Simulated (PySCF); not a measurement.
Heteronuclear NMR

Atom-mapped SMILES (the numbers label the heavy atoms): `[CH2:1]=[CH:2][c:3]1[n:4][n:5]([CH3:6])[n:7][c:8]1[C:9]#[N:10]`; H(Xn) means a hydrogen on atom n. Ha(C1) is cis to C3; Hb(C1) is trans to C3.

[PySCF 2.14: shielding tensors at PBE0/pcSseg-1 (GIAO); coordinates at the GFN2-xTB level; averaged over atoms made equivalent by symmetry, fast rotation or ring inversion; single conformer; relativity neglected; isolated molecule]

**Question.** Where does $^{15}$N resonate?

**Answer.** 
```json
{"atoms": "N7", "environment": "pyridine-type nitrogen of an azole", "σ (ppm)": "-112.2", "δ (ppm)": "-44.7"}
{"atoms": "N4", "environment": "pyridine-type nitrogen of an azole", "σ (ppm)": "-86.3", "δ (ppm)": "-68.6"}
{"atoms": "N10", "environment": "nitrile nitrogen", "σ (ppm)": "-63.9", "δ (ppm)": "-89.2"}
{"atoms": "N5", "environment": "pyrrole-type ring nitrogen", "σ (ppm)": "-5.1", "δ (ppm)": "-143.4"}
```

Shieldings were converted by a linear fit to measured shifts: $^{15}$N: δ = -148.07 − 0.921σ (rms 6.3 ppm, 71 shifts vs CH3NO2, solution or neat liquid). A few per cent of atoms miss by over 2 rms, more outside the fitted compound classes.

On a 500 MHz spectrometer $^{15}$N resonates near 50.7 MHz, so 1 ppm is 50.7 Hz.
